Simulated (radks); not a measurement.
Spherical quantum dot in the effective-mass picture: electrons in a hard-walled sphere of radius 1.66, all in effective atomic units (hartree* = m*/eps^2 hartree, bohr* = eps/m* bohr), one dielectric constant everywhere. Method: non-relativistic Kohn-Sham, PBE, spin-polarised, spherical densities; computed with a radial shooting solver with Libxc functionals. Levels are named by radial order and angular momentum (1s, 1p, 1d, 2s, ...), and open shells are averaged over m.

N = 14, configuration 1s2 1p6 1d(up 5, down 1). This is the lowest configuration that the search found. Occupied and some empty levels:

level    occupation  eigenvalue (hartree*)  <r> (bohr*)
1s up             1                 13.188       0.9643
1s down           1                 13.331       0.9569
1p up             3                 14.547        1.062
1p down           3                 14.715        1.059
1d up             5                 16.551        1.127
1d down           1                 16.731        1.126
2s up             0                 18.713       0.7842
2s down           0                 18.786       0.7864
1f up             0                 19.114        1.176
1f down           0                 19.301        1.175
2p up             0                 22.173       0.8806
2p down           0                 22.273       0.8804

Energy (hartree*): total 134.704, kinetic 64.035, external 0, Hartree 82.767, exchange-correlation -12.098.
